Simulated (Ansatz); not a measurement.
The cluster Zr₂O₅H₂. The state is a singlet with charge 0. Geometry B3LYP-D4/def2-SVP; atoms count from 1.

```xyz
9

Zr    0.283    2.071   -0.545
Zr   -0.196   -1.089   -0.322
O     0.243    0.442   -1.582
O    -1.681   -2.238   -0.852
O    -2.020   -1.383    0.321
O     1.890    2.776   -0.484
O    -0.061    0.758    1.024
H     1.229   -2.006    0.527
H     0.312    0.668    1.912
```

In the def2 sets Zr takes a core potential; there is no spin–orbit coupling. The structure holds 1 bond(s) between oxygen atoms. Another isomer (singlet) lies 4.63 eV lower at PBE0-D4/def2-TZVP; other spin states weren't run for this one.

Q: Estimate the Mulliken populations from the PBE0/def2-TZVP orbitals of Ansatz.

A: 
```tsv
atom	charge (e)	d electrons
Zr1	1.50	2.09
Zr2	1.27	1.92
O3	-0.79	–
O4	-0.38	–
O5	-0.37	–
O6	-0.59	–
O7	-0.83	–
H8	-0.19	–
H9	0.37	–
```
Mulliken values depend strongly on the basis.

Q: And the Mayer bond orders between heavy atoms (over 0.3)?

A: Zr1–O3 1.09 (1.93 Å); Zr1–O6 2.08 (1.76 Å); Zr1–O7 0.59 (2.07 Å); Zr2–O3 0.77 (2.03 Å); Zr2–O4 1.03 (1.95 Å); Zr2–O5 1.01 (1.96 Å); Zr2–O7 0.30 (2.29 Å); O4–O5 0.84 (1.49 Å).
